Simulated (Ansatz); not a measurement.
Consider the silylene formation by 1,1-elimination: `O[SiH](F)[O][SnH3]` → `O[Si]F` + `[OH][SnH3]`.

Computed with Ansatz on PBE0-D4/def2-TZVP structures; ΔE is electronic, products minus reactants. CCSD(T)/CBS adds triple-zeta CCSD(T) − MP2 to the extrapolated MP2 energy (def2 sets, frozen cores). This one scheme is used for every species. DFT in def2-TZVPP. B3LYP here is the variant with VWN-RPA as its local correlation; programs differ in this. HSE06 is defined as in plane-wave codes. Elements past krypton have def2 core potentials. For Sn outer-core shells are correlated without core-valence functions, which leaves a few kJ/mol of doubt a bond. Each species was taken in one conformer, which may not be the lowest.

```
       level  ΔE (eV)
   revPBE-D4     2.66
     BLYP-D4     2.63
    B3LYP-D4     2.86
  r2SCANh-D4     3.14
CAM-B3LYP-D4     2.98
     r2SCANh     3.11
       HSE06     2.86
     LC-ωPBE     3.02
```

(1) What does CCSD(T)/CBS give? (Best estimate.)

Largest T1 diagnostic among the species: 0.015.

## Answers

(1) Computed: +3.00 eV. The listed levels differ from it by -0.34, -0.37, -0.14, 0.14, -0.02, 0.11, -0.14, 0.02 eV.

At CCSD(T), def2-SVP lies −0.15 eV from the extrapolated value and def2-TZVPP −0.04 eV. From r2SCAN to r2SCAN0 (25 % exact exchange), in def2-TZVPP and without D4, ΔE moves by +0.10 eV.

CCSD(T)/CBS has its own doubt, a few kJ/mol and more with outer-core shells, so smaller differences from it don't rank the levels.
